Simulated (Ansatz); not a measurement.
The first iterations of a band of ClH + F3HSi (7 atoms, charge 0, multiplicity 1).

All numbers below come from RKS B3LYP-D4/def2-SVP (Ansatz 0.2.0).

```json
{"movable images": "5", "climbing image": "from the first iteration", "spring": "5.0 eV/Å²", "optimiser": "fire", "start path": "through a guess of the saddle point", "force threshold": "0.05 eV/Å", "iteration limit": "60", "end points": "relaxed"}
```

First end point:

```xyz
7
Properties=species:S:1:pos:R:3
Si 0.374 0.000 -0.180
H 0.464 0.000 1.280
F 1.849 0.000 -0.813
F -0.377 1.302 -0.733
F -0.377 -1.302 -0.733
Cl -2.759 0.000 1.395
H -2.431 0.000 2.644
```

Last end point:

```xyz
7
Properties=species:S:1:pos:R:3
Si -0.422 0.000 -0.725
H -0.266 0.000 2.830
F 0.611 0.000 0.495
F -0.145 1.295 -1.615
F -0.145 -1.295 -1.614
Cl -2.321 0.000 -0.040
H -0.570 0.000 3.528
```

| iteration | highest image above the first end (eV) | largest band force component (eV/Å) |
| --- | --- | --- |
| 1 | 3.962 | 19.953 |
| 2 | 3.126 | 3.390 |
| 3 | 3.031 | 3.077 |
| 4 | 2.862 | 2.556 |
| 5 | 2.648 | 1.619 |
| 6 | 2.599 | 1.503 |
| 7 | 2.510 | 1.480 |
| 8 | 2.394 | 1.421 |
| 9 | 2.269 | 1.280 |
| 10 | 2.152 | 1.163 |
| 11 | 2.058 | 1.196 |
| 12 | 1.989 | 0.876 |
| 13 | 1.951 | 0.847 |
| 14 | 1.929 | 0.862 |
| 15 | 1.910 | 0.766 |
| 16 | 1.879 | 0.716 |
| 17 | 1.846 | 0.660 |

Q: Does the band converge within its limit, and where does its top end?

A: The run converged. It ended after 53 iterations with the highest image 1.778 eV above the first end. Neighbouring images differ by up to 1.5 eV, so the band resolves the path poorly. Another band between the same ends (5 images) ends at a top of the same energy, where a vibrational analysis finds 1 clearly imaginary mode. The orbitals stay closed-shell, which can raise the energy where a bond breaks towards radicals; this wasn't checked here.

Run time: 4.1 min on 2 threads of Intel(R) Xeon(R) 6975P-C (Granite Rapids), on a shared host, peak memory 0.2 GiB.
